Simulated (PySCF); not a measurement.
# How the method moves the HOMO and LUMO of `CCCS(=O)(=O)O`

C3H8O3S.
Cartesian coordinates in Å at the PBE0-D3(BJ)/def2-SVP level; atoms count from 1:
```xyz
15
C3H8O3S angstrom
C     -1.7857    0.5970   -0.0698
C     -0.9921   -0.6952    0.0446
C      0.4234   -0.6328   -0.5129
S      1.4667    0.4591    0.4417
O      1.1717    1.8353    0.1091
O      1.4930   -0.0051    1.8208
O      2.9266    0.1189   -0.1955
H     -1.8404    0.9417   -1.1143
H     -1.3306    1.4071    0.5171
H     -2.8137    0.4492    0.2913
H     -1.5080   -1.5064   -0.4949
H     -0.9315   -1.0163    1.0974
H      0.4657   -0.2558   -1.5459
H      0.9209   -1.6122   -0.4689
H      3.4218   -0.3596    0.4872
```

Basis pcSseg-1 throughout (PySCF), one geometry. Geometry: PBE0-D3(BJ)/def2-SVP, one conformer, isolated molecule.

**Question.** How do the orbital energies, the gap and the dipole change with the method?

**Answer.** 
```csv
method,kind,HOMO (eV),LUMO (eV),gap (eV),μ (D),SCF cycles
BLYP,GGA,-7.15,-0.20,6.95,3.54,17
PBE,GGA,-7.29,-0.15,7.15,3.52,17
KT3,GGA,-7.40,-0.33,7.07,3.48,18
KT2,GGA,-7.42,-0.26,7.16,3.52,17
LDA,LDA,-7.52,-0.32,7.20,3.62,16
B97-2,global hybrid,-8.66,0.76,9.42,3.74,15
PBE0,global hybrid,-8.94,0.76,9.71,3.76,14
BHandHLYP,global hybrid,-10.42,1.44,11.86,3.98,13
wB97X-D,range-separated hybrid,-10.88,2.57,13.45,3.84,14
```

The HOMO spans 3.73 eV, from BLYP down to wB97X-D, and the gap runs from 6.95 eV (BLYP) to 13.45 eV (wB97X-D). Over the methods BLYP (0 %), PBE (0 %), KT3 (0 %), KT2 (0 %), LDA (0 %), B97-2 (21 %), PBE0 (25 %), BHandHLYP (50 %), a straight line through the gap against the share of exact exchange rises by 0.97 eV for each 10 % (correlation coefficient 0.997). The dipole ranges from 3.48 D (KT3) to 3.98 D (BHandHLYP). This basis has no diffuse functions.

The vertical ΔSCF ionisation energy at wB97X-D/def2-SVPD is 11.27 eV; −ε(HOMO) comes closest to it with wB97X-D (10.88 eV).
